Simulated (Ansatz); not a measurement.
The same path of B$_{2}$FH$_{5}$OSi (10 atoms, charge 0, multiplicity 1) was run 3 times with different band settings. The coordinate that changes most is the dihedral F4–B3–Si5–H8.

The calculation used RKS PBE/cc-pVDZ in Ansatz 0.2.0.

Relaxed end points:

```xyz
10
Properties=species:S:1:pos:R:3
O -1.460 1.398 1.277
B -1.214 0.888 0.031
B -0.502 -0.655 -0.137
F -1.260 -1.769 -0.301
Si 1.540 -0.912 -0.241
H -1.826 2.304 1.236
H -1.442 1.573 -0.962
H 1.984 -0.698 -1.675
H 1.991 -2.293 0.177
H 2.272 0.113 0.597
```

```xyz
10
Properties=species:S:1:pos:R:3
O -1.183 1.893 0.575
B -1.241 0.817 -0.270
B -0.527 -0.665 0.187
F -1.282 -1.702 0.632
Si 1.502 -0.978 0.034
H -1.585 2.691 0.180
H -1.742 0.946 -1.384
H 2.071 -0.268 -1.175
H 1.909 -2.434 -0.023
H 2.160 -0.353 1.248
```

Common settings: movable images 9; climbing image yes; spring 5.0 eV/Å²; start path IDPP; force threshold 0.03 eV/Å; end points relaxed.

| run | optimiser | iteration limit | largest step |
| --- | --- | --- | --- |
| 1 | quadratic models (default) | 60 | default |
| 2 | quadratic models (default) | 10 | default |
| 3 | lbfgs | 60 | 0.02 Å |

Q: What does each run give, and how far can it be trusted?

A: Run 1: converged after 4 iterations, highest image 0.000 eV above the first end. The highest image is an end point: on this band no image between the ends rises above it.
Run 2: converged after 4 iterations, highest image 0.000 eV above the first end. The highest image is an end point: on this band no image between the ends rises above it.
Run 3: converged after 7 iterations, highest image 0.000 eV above the first end. The highest image is an end point: on this band no image between the ends rises above it.
